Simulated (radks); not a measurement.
The samarium ion Sm29+, 33 electrons, occupied as [Ar] 3d10 4s2 4p3 (the NIST ground configuration).

Method: scalar-relativistic Kohn-Sham, PBE, spin-polarised, spherical densities, finite nucleus; open shells are filled with parallel spins first (spin-orbit coupling, left out, can overturn this in heavy ions); Fermi nuclear charge, rms radius 5.0819 fm; computed with a radial shooting solver on a logarithmic mesh with Libxc functionals.

Energy parts (eV):
part                      energy
total                 -272013.80
kinetic                291517.39
electron-nucleus      -626179.00
Hartree                 68030.08
exchange-correlation    -5382.26

Orbitals (lengths in bohr, moments of r in powers of bohr; <r^-3> diverges for s and p1/2):
[
 {"orbital": "1s up", "occ.": "1", "eigenvalue (eV)": "-47714.83", "<r^-3>": "-"},
 {"orbital": "1s down", "occ.": "1", "eigenvalue (eV)": "-47712.76", "<r^-3>": "-"},
 {"orbital": "2s up", "occ.": "1", "eigenvalue (eV)": "-8656.095", "<r^-3>": "-"},
 {"orbital": "2s down", "occ.": "1", "eigenvalue (eV)": "-8654.965", "<r^-3>": "-"},
 {"orbital": "2p up", "occ.": "3", "eigenvalue (eV)": "-7836.321", "<r^-3>": "10190"},
 {"orbital": "2p down", "occ.": "3", "eigenvalue (eV)": "-7834.503", "<r^-3>": "10190"},
 {"orbital": "3s up", "occ.": "1", "eigenvalue (eV)": "-2651.694", "<r^-3>": "-"},
 {"orbital": "3s down", "occ.": "1", "eigenvalue (eV)": "-2649.662", "<r^-3>": "-"},
 {"orbital": "3p up", "occ.": "3", "eigenvalue (eV)": "-2394.903", "<r^-3>": "2171"},
 {"orbital": "3p down", "occ.": "3", "eigenvalue (eV)": "-2392.592", "<r^-3>": "2172"},
 {"orbital": "3d up", "occ.": "5", "eigenvalue (eV)": "-2053.889", "<r^-3>": "297.2"},
 {"orbital": "3d down", "occ.": "5", "eigenvalue (eV)": "-2051.701", "<r^-3>": "297.5"},
 {"orbital": "4s up", "occ.": "1", "eigenvalue (eV)": "-1194.940", "<r^-3>": "-"},
 {"orbital": "4s down", "occ.": "1", "eigenvalue (eV)": "-1183.384", "<r^-3>": "-"},
 {"orbital": "4p up", "occ.": "3", "eigenvalue (eV)": "-1099.840", "<r^-3>": "652.6"},
 {"orbital": "4p down", "occ.": "0", "eigenvalue (eV)": "-1088.375", "<r^-3>": "653.6"}
]

The highest occupied level is 4p up at -1099.8 eV. The spin density at the nucleus is -15.95 e/bohr^3 (1s -13.82, 2s 3.08, 3s 0.71, 4s -5.92). Summed over all electrons, <r^2> = 2.816 bohr^2, which gives a Langevin (diamagnetic) susceptibility term of -2.23 x 10^-6 cm^3/mol. Spin moment in Bohr magnetons: 3. For comparison, the ionisation energy in NIST's Atomic Spectra Database is 1103 eV (theoretical). In exact Kohn-Sham theory the highest level is minus the ionisation energy, but local and semilocal functionals leave it too shallow, through self-interaction and a potential that decays too fast; potentials with the right tail come closer. The electron density at the nucleus is 5.577e+05 e/bohr^3 (large components only).
